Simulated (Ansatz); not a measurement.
C2H7B2N, SMILES `NBC1BC1`, relaxed with RKS PBE0-D4/def2-TZVP in the Gaussian-basis code of Ansatz from a PBE-D4/def2-SVP geometry. The force threshold is 0.005 eV/Å; the program also tests the step.

Total charge 0; spin multiplicity 1.

Start:

```xyz
12

N     1.967    0.654    0.851
B     0.618    0.269    0.780
C    -0.109   -0.008   -0.569
B    -0.960   -1.295   -0.627
C    -1.674    0.051   -0.597
H     2.451    0.810    1.735
H     2.558    0.798    0.032
H     0.019    0.134    1.838
H     0.441    0.247   -1.497
H    -0.977   -2.495   -0.735
H    -2.165    0.435    0.314
H    -2.169    0.399   -1.523
```

| step | energy (eV) | largest force (eV/Å) | largest move (Å) |
| --- | --- | --- | --- |
| 1 | -5026.0712 | 0.641 | 0.000 |
| 2 | -5026.1156 | 0.172 | 0.033 |
| 3 | -5026.1197 | 0.077 | 0.020 |
| 4 | -5026.1202 | 0.045 | 0.013 |
| 5 (rejected) | -5026.1202 | 0.106 | 0.021 |
| 6 | -5026.1207 | 0.009 | 0.010 |
| 7 | -5026.1208 | 0.019 | 0.013 |
| 8 | -5026.1210 | 0.019 | 0.013 |
| 9 | -5026.1211 | 0.014 | 0.008 |
| 10 | -5026.1211 | 0.004 | 0.002 |

End:

```xyz
12

N     1.951    0.660    0.845
B     0.611    0.277    0.784
C    -0.099   -0.043   -0.549
B    -0.964   -1.300   -0.647
C    -1.655    0.040   -0.586
H     2.423    0.851    1.711
H     2.537    0.763    0.034
H     0.012    0.189    1.823
H     0.436    0.211   -1.466
H    -0.997   -2.474   -0.797
H    -2.122    0.394    0.329
H    -2.132    0.432   -1.481
```

Run time 23 s (4 threads of an Arm Neoverse V2 on a shared host); peak host memory 0.44 GiB.
